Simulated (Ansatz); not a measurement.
Reactions of CH$_{7}$ClOSi$_{2}$ (`OC([SiH3])[SiH2]Cl`).

Computed with Ansatz on PBE0-D4/def2-TZVP structures; ΔE is electronic, products minus reactants. CBS: MP2 limit from def2 TZ/QZ plus the TZ coupled-cluster correction, frozen cores. This one scheme is used for every species, atoms too. DFT in def2-TZVPP. No spin–orbit coupling; open shells (•) take unrestricted orbitals. Spin–orbit coupling would lower the free atoms: a little for C, Cl, O, Si. Bonds to Ga are less sure, by a few kJ/mol each and by 10 to 20 or more in all where they break to atoms, as the def2 sets lack core-valence functions. Scalar relativity is left out up to krypton. One conformer a species, not always the lowest.

```
                                                                              reaction  ωB97X-V (kcal/mol)  CCSD(T)/CBS(def2) (kcal/mol)
`OC([SiH3])[SiH2]Cl` + `[OH][Ga]([OH])[Cl]` → `[OH][Ga]([Cl])[O][SiH3]` + `OC[SiH2]Cl`               -25.0                         -25.1
                               `OC([SiH3])[SiH2]Cl` + H–F → `FC([SiH3])[SiH2]Cl` + H₂O                 1.6                           3.0
                                            `OC([SiH3])[SiH2]Cl` → `CO[SiH]([SiH3])Cl`               -29.1                         -28.8
                                            `OC([SiH3])[SiH2]Cl` → `O[SiH]([SiH3])CCl`                -8.2                          -9.0
         `OC([SiH3])[SiH2]Cl` + `NC(F)O[SiH3]` → `NC(F)[SiH2]Cl` + `OC([SiH3])O[SiH3]`                 9.5                           9.9
                                        `OC([SiH3])[SiH2]Cl` → `OC[SiH2]Cl` + `[SiH2]`                57.0                          54.8
                                `OC([SiH3])[SiH2]Cl` + H₂O → `O[SiH2]C(O)[SiH3]` + HCl                 1.9                           2.7
                           `OC([SiH3])[SiH2]Cl` + `OBCO` → `OCBO[SiH3]` + `OC[SiH2]Cl`               -19.4                         -19.6
                                   `OC([SiH3])[SiH2]Cl` → C• + Cl• + 7 H• + O• + 2 Si•               950.5                         946.6
                                            `OC([SiH3])[SiH2]Cl` → `C[SiH](Cl)[SiH2]O`               -47.0                         -48.4
```

Largest T1 diagnostic: 0.014, for `[SiH2]`.
